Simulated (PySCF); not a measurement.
Hf(OH)3 (doublet). Computed with UPBE/[Hf def2-SVP with ECP60, O def2-SVP, H def2-SVP], scalar-relativistic core potentials, density fitting, no spin–orbit coupling, PySCF.

Harmonic bands of its minimum:

| ω (cm⁻¹) | IR (km/mol, summed over degenerate members) | degeneracy |
| --- | --- | --- |
| 75 | 25.4 | 1 |
| 107 | 0.0 | 1 |
| 143 | 0.7 | 2 |
| 264 | 485 | 2 |
| 377 | 0.0 | 2 |
| 380 | 263 | 1 |
| 675 | 260 | 2 |
| 691 | 0.0 | 1 |
| 3892 | 617 | 2 |
| 3895 | 0.0 | 1 |

The central atom is Hf. Infer the point group and assign the bands.

D3h. The modes span 2a2'' + a2' + 4e' + e'' + 2a1': 75 a2'', 107 a2', 143 e', 264 e', 377 e'', 380 a2'', 675 e', 691 a1', 3892 e', 3895 a1'. The computed geometry has Hf–O 1.937 Å (×3), O–H 0.964 Å (×3); H–O–Hf 180.0° (×3), O–Hf–O 120.0° (×3).

Other isomers or separated fragments may lie lower. With open d or f shells other occupations or spin states may lie lower. Spin–orbit coupling, left out here, can matter for elements this heavy.
